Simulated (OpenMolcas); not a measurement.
## V4+, Nb4+, Ta4+: d down the group

- Program: OpenMolcas
- Method: SS-RASPT2, IPEA 0.25 Eh, imaginary shift 0.1 Eh
- Basis: ANO-RCC-VQZP
- Scalar Hamiltonian: DKH2, point nucleus
- Spin-orbit coupling: state interaction with AMFI integrals over the reference wave functions, term energies averaged over their components

Active space for each ion: 7 electrons in 8 orbitals (RAS1 p, at most 2 holes; RAS2 d); closed shells correlated by CASPT2: V4+ 3s; Nb4+ 4s; Ta4+ 5s.

Computed levels in cm-1 above 2D 3/2:

```csv
Level,V4+,Nb4+,Ta4+
2D 5/2,637,2008,7594
weight of 2D in the lowest level (%),100,100,100
```

Measured, with the error of the calculation in %. Measured levels: V4+ from Sugar and Corliss, J. Phys. Chem. Ref. Data 7, 1191 (1978); Nb4+ from Moore, Atomic Energy Levels, vol. II, NSRDS-NBS 35 (1971 reprint of NBS Circular 467, 1952).

```csv
Level,V4+,Nb4+
2D 5/2,625 (+1.9),1870 (+7.4)
```

The fine-structure level 2D 5/2 changes by a factor of 11.9 from V4+ to Ta4+.

Active for correlation alone: 3p; no level in the range computed is led by a configuration that opens it, so any true level of that kind is missing (holds for V4+). Active for correlation alone: 4p; no level in the range computed is led by a configuration that opens it, so any true level of that kind is missing (holds for Nb4+). Active for correlation alone: 5p; no level in the range computed is led by a configuration that opens it, so any true level of that kind is missing (holds for Ta4+). Computed and measured levels are paired by configuration, term and J; levels that our copy of the source lacks, or whose pairing is in doubt (as where it misses far off the trend of its configuration), stay unpaired and out of the deviations. Levels of configurations outside the active space are missing.
